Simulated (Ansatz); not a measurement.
Molecule: CH2BCl2S, charge 0, multiplicity 2. It need not be the lowest isomer of its formula. 
Coordinates optimised at B3LYP-D3(BJ)/def2-TZVP (Ansatz, a first-principles code):
SMILES: [CH2]SB(Cl)Cl
```xyz
7

C     -2.4440    -0.1457     0.3605
S     -0.9813    -0.9734     0.6468
B      0.3361     0.0275    -0.0537
Cl     0.0655     1.5586    -0.8627
Cl     1.9638    -0.6099     0.1092
H     -2.4699     0.8001    -0.1554
H     -3.3440    -0.6166     0.7223
```
Charge 0, spin multiplicity 2.

Atomisation energy built up term by term with Ansatz (kcal/mol; UHF references for open shells; valence terms freeze the core; atomic spin-orbit terms are left out). CBS(X,Y): correlation extrapolated as X^-3; Hartree-Fock from the larger set.

```json
[
 {"term": "Hartree-Fock", "basis": "cc-pV(Q+d)Z", "kcal/mol": "435.35"},
 {"term": "CCSD correlation", "basis": "CBS(cc-pV(T+d)Z,cc-pV(Q+d)Z)", "kcal/mol": "137.86"},
 {"term": "(T)", "basis": "CBS(cc-pV(T+d)Z,cc-pV(Q+d)Z)", "kcal/mol": "14.85"},
 {"term": "core correlation", "basis": "cc-pwCVTZ", "kcal/mol": "3.10"},
 {"term": "scalar relativity (X2C)", "basis": "cc-pVTZ-DK against cc-pVTZ", "kcal/mol": "-1.07"},
 {"term": "sum: De", "basis": "", "kcal/mol": "590.1"}
]
```

(T) makes 2.5 % of the CCSD(T) atomisation energy; under 5 % is typical of single-reference molecules.
